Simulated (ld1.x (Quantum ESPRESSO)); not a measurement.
## Plane-wave convergence, TM potential for oxygen

* Element: oxygen (O)
* Generator: ld1.x (Quantum ESPRESSO) 7.5
* Type: norm-conserving Troullier–Martins (Kleinman–Bylander form)
* Functional: Wu–Cohen
* Relativity: scalar-relativistic
* Frozen core: [He]
* Valence charge: 6
* Reference configuration: 2s2 2p4
* Partial waves: 2s (bound): rc 0.95 bohr; 2p (bound): rc 1.50 bohr; 3d channel at 0.25 Ry: rc 1.15 bohr
* Local potential: the d channel
* Core correction: none

The pseudo-atom Hamiltonian at the reference potential is diagonalised in spherical Bessel functions j_l(qr) that vanish at 20 bohr, with q² up to the cutoff. All-electron valence levels (Ry): 2s -1.7512, 2p -0.6616.

Q: How do the lowest levels (Ry) of each channel move with the cutoff, and are there ghosts?

A:

```tsv
cutoff (Ry)	s #1	p #1	d #1	d #2	f #1	f #2	Σ f·Δε (mRy)
8	-1.6190	-0.0599	0.0793	0.1878	0.1207	0.2625	2671.4
15	-1.6375	-0.2274	0.0793	0.1878	0.1207	0.2625	1964.2
30	-1.6830	-0.5312	0.0793	0.1878	0.1207	0.2625	658.0
45	-1.7295	-0.6442	0.0793	0.1878	0.1207	0.2625	113.1
60	-1.7456	-0.6601	0.0793	0.1878	0.1207	0.2625	17.2
90	-1.7481	-0.6613	0.0793	0.1878	0.1207	0.2625	7.4
140	-1.7505	-0.6616	0.0793	0.1878	0.1207	0.2625	1.5
200	-1.7511	-0.6616	0.0793	0.1878	0.1207	0.2625	0.2
400	-1.7512	-0.6616	0.0793	0.1878	0.1207	0.2625	0.0
```

Result: no extra level below or beside the all-electron valence levels (s, p, d, f tested); 10 mRy is reached at 70 Ry and 1 mRy at 160 Ry.

Its largest configuration-test error is +2310 meV.
